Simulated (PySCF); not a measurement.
# Rotational lines of CaBr⁺

Lines J+1 ← J of the vibrational ground state, computed from RHF-CCSD(T) constants of CaBr⁺, ¹Σ⁺ (singlet), closed shell (PySCF, spin-free X2C with a Gaussian nucleus, basis sets Ca x2c-SVPall, Br x2c-SVPall; masses 39.9626 and 78.9183 u), in MHz:

```csv
J,ν (MHz)
0,5987.5
1,11975.1
2,17962.5
3,23949.9
4,29937.2
```

Question: Find B0 and the effective bond length r0; with αe = 0.000377 cm⁻¹, find Re.

Answer: ν = 2B0(J+1) − 4D(J+1)³ gives B0 = 0.099862 cm⁻¹. With the reduced mass μred = 26.529 u, r0 = √(16.8576/(μred·B0)) (u, cm⁻¹, Å) = 2.5225 Å. Be = B0 + αe/2 = 0.10005 cm⁻¹ gives Re = 2.520 Å.

Correlated steps freeze 14 core orbitals. Correlated levels converge slowly with the basis: in double zeta they bind strong bonds too weakly, by up to about 1 eV, and carry superposition errors of some tenths. For an ion De counts to the pair picked by the measured ionisation energies or electron affinities, which need not be the lowest pair at this level. Where the molecule has an RHF reference, its open-shell atoms are computed with UHF.
